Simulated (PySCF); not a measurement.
# One molecule, several mistakes: BCH6OSi cation

All numbers below are calculated, not measured. They come from PySCF 2.14.0, an open-source quantum chemistry program, on an isolated molecule that a program drew, which may never have been made. The molecule is BCH6OSi cation (charge +1, singlet), drawn as the SMILES string `[BH+]OC[SiH3]`.

Each row is a Hartree-Fock (HF) and frozen-core CCSD(T) single point in the cc-pV(D+d)Z basis, meant for a local HF minimum. Run 1 is clean. Each other run has one planted mistake out of seven kinds, and not every kind appears here: one electron removed, one electron added, multiplicity raised by two, geometry at a saddle point, minimal basis STO-3G, one bond length entered in bohr, all coordinates scaled. The reference is restricted for singlets and unrestricted otherwise, and also for a bond in bohr. Adding or removing an electron swaps singlet and doublet. Electrons count all cores. HOMO and LUMO are orbital energies over both spins, the gradient is its largest component, and the lowest frequency (negative if imaginary) is given only where the gradient is small. Bond lengths are over the 9 bonds as drawn. T1 is the CCSD diagnostic: over 0.02 (restricted) or 0.045 (unrestricted) a single reference is doubtful.

Geometry of the clean run:
```xyz
10
BCH6OSi cation, angstrom
B    -2.1713    0.6870   -2.4854
O    -1.8005    0.2022   -1.4484
C    -1.3467   -0.4306   -0.1329
Si    0.2500    0.4624    0.4862
H    -2.5294    1.1602   -3.4925
H    -1.2164   -1.4738   -0.4025
H    -2.2182   -0.3102    0.5027
H     0.5827   -0.2307    1.7394
H     1.2640    0.2872   -0.5663
H    -0.1073    1.8774    0.6775
```

```
run  electrons  basis functions  <S^2>  HOMO (eV)  LUMO (eV)  gradient (hartree/bohr)  lowest frequency (cm^-1)  mean bond (Å)  longest bond (Å)      T1  HF (hartree)  CCSD(T) (hartree)                 mistake
  1         38               95  0.000     -17.45      -2.27                  2.2e-05                       110         1.3797             1.931  0.0161    -429.60103         -430.14842                no fault
  2         39               95  0.765      -4.05       3.46                  1.7e-01                         -         1.3797             1.931  0.0172    -429.71536         -430.27316      one electron added
  3         38               95  0.000     -17.75      -2.16                  6.4e-02                         -         1.3259             1.856  0.0148    -429.58539         -430.12622  all coordinates scaled
  4         38               95  0.829     -13.76      -2.68                  1.1e-02                         -         1.5252             2.782  0.0465    -429.48525         -430.02236                       ?
```

**Which mistake was planted in run 4, and what did it cost?**

The mean bond changes by a factor of 1.105 and the longest by 1.441, so the molecule wasn't scaled as a whole. A length L in bohr read as angstrom grows by (1/0.5292 - 1) L = 0.890 L. The 9 bonds together grew by 9 x 0.1455 = 1.309 Å, which gives L = 1.472 Å. That is the length of one of the H-Si bonds, 1.472 Å in the clean geometry. So the mistake is: one bond length entered in bohr. Subtracting run 1 and multiplying by 627.51 kcal/mol a hartree, the energy moved by 72.7 kcal/mol in HF and 79.1 kcal/mol in CCSD(T).

Cautions from the logs. Run 4: T1 is over the limit, so its CCSD(T) energy is less reliable.
